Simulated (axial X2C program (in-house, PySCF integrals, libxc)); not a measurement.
**Bond lengths and stretching modes, held linear, of NCuO**

Calculated with an in-house all-electron X2C program for linear molecules (integrals from PySCF): two-component X2C with atomic mean-field Coulomb and Gaunt terms, Gaussian nuclei, basis N dyall-av3z, Cu dyall-v3z, O dyall-av3z with contracted cores. Spin-free rows use the one-electron spin-free X2C Hamiltonian.

Masses N 14.003, Cu 62.930, O 15.995 u. States: 2c Ω = 2 (beyond evenly filled blocks: ω = 1/2, ω = 3/2); spin-free M_S = 1, Λ = 1 (beyond evenly filled blocks: σα, π+α).

PBE0, 2c: energies above the lowest point

| r(N–Cu) (Å) | r(Cu–O) (Å) | E (meV) |
| --- | --- | --- |
| 1.6711 | 1.7160 | 37.84 |
| 1.6711 | 1.7600 | 17.77 |
| 1.6711 | 1.8040 | 34.60 |
| 1.7140 | 1.7160 | 21.19 |
| 1.7140 | 1.7600 | 0.00 |
| 1.7140 | 1.8040 | 15.58 |
| 1.7140 | 1.8480 | 60.60 |
| 1.7568 | 1.7160 | 35.54 |
| 1.7568 | 1.7600 | 13.22 |
| 1.7568 | 1.8040 | 27.61 |
| 1.7997 | 1.7600 | 49.43 |
| 1.7997 | 1.8480 | 105.55 |

**Question.** Fit a quadratic surface with cubic terms in each bond: where is the minimum, and what are the two stretching wavenumbers?

**Answer.** At PBE0, 2c: bonds 1.715 and 1.762 Å; harmonic stretches 558.5 and 702.1 cm⁻¹; force constants 2.68, 3.02 and coupling -0.10 mdyn/Å.

The other levels and Hamiltonians give:

```
Hamiltonian  level  r(N–Cu) (Å)  r(Cu–O) (Å)  lower stretch (cm⁻¹)  upper stretch (cm⁻¹)
         2c     HF        1.663        1.831                 562.1                 753.4
         2c    LDA        1.641        1.661                 644.9                 825.4
         2c    MP2        1.659        1.750                 585.7                 712.3
  spin-free   PBE0        1.715        1.760                 559.4                 702.6
  spin-free    LDA        1.641        1.659                 646.2                 826.4
```

Each state is one determinant, the lowest of a limited PBE0 search; the stretches come from a fit to these few points and carry an uncertainty of a few per cent. Other orders of the atoms were not compared. Left out for rough or failed fits: HF spin-free, MP2 spin-free. MP2 freezes inner shells (threshold -2 hartree). The molecule was held linear; bending was not examined, so a bent shape may lie lower. Open-shell Ω = 0 determinants with evenly filled partner blocks cannot be reached by this program, so the Ω shown need not be the lowest component. Note: functional without a current term on a determinant with orbital currents, of the molecule or an atom. Note: several unpaired electrons, one determinant need not be a pure state.
